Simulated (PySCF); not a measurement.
Sn(H)(SH) (H2SSn), SMILES [SH][SnH] (connectivity only; charge and spin as stated), neutral, multiplicity 1. Heavy atoms are numbered as in [SnH:1][SH:3]. Hydrogens are named by the atom that carries them.

Geometry: B3LYP-D3(BJ)/def2-TZVP. The def2 effective core potentials stand for the cores of Sn; spin–orbit coupling is left out.

Computed with M06-2X/def2-TZVPD in PySCF.

Mulliken values depend strongly on the basis, most of all with diffuse functions as here. ESP charges are fitted to the potential on shells at 1.4 to 2.0 van der Waals radii. Atomic charges (e), one atom of each kind:

| atom | Mulliken | ESP fit |
|---|---|---|
| Sn1 (SnH) | 0.38 | 0.22 |
| H on Sn1 | -0.05 | -0.06 |
| S3 (SH) | -0.52 | -0.30 |
| H on S3 | 0.18 | 0.14 |
